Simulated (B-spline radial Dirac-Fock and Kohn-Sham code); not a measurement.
# The K (1s) hole of bismuth ions: width and yield against charge

Level of theory: a relativistic independent-particle model: LDA orbitals of the hole state, radiative multipoles to third order, Auger rates from the Coulomb interaction with a continuum orbital, Dirac-Fock energies; a B-spline atomic structure program. Tabulated ground configurations, configuration averages; single configurations, so decays that open only by mixing (as 1s 2s² with 1s 2p² in Be-like ions) are missing and such tiny yields are far too low.

```
 ion           configuration  radiative (eV)  non-radiative (eV)  yield
  Bi  [Xe] 4f14 5d10 6s2 6p3            59.8                1.77  0.971
 Bi⁺  [Xe] 4f14 5d10 6s2 6p2            59.8                1.77  0.971
Bi²⁺  [Xe] 4f14 5d10 6s2 6p1            59.7                1.77  0.971
Bi³⁺      [Xe] 4f14 5d10 6s2            59.7                1.77  0.971
Bi⁴⁺      [Xe] 4f14 5d10 6s1            59.7                1.77  0.971
Bi⁵⁺          [Xe] 4f14 5d10            59.7                1.77  0.971
Bi⁶⁺           [Xe] 4f14 5d9            59.7                1.77  0.971
Bi⁷⁺           [Xe] 4f14 5d8            59.8                1.77  0.971
```

Values without a named source are computed, but for edge energies of neutral atoms, which are taken from tables.
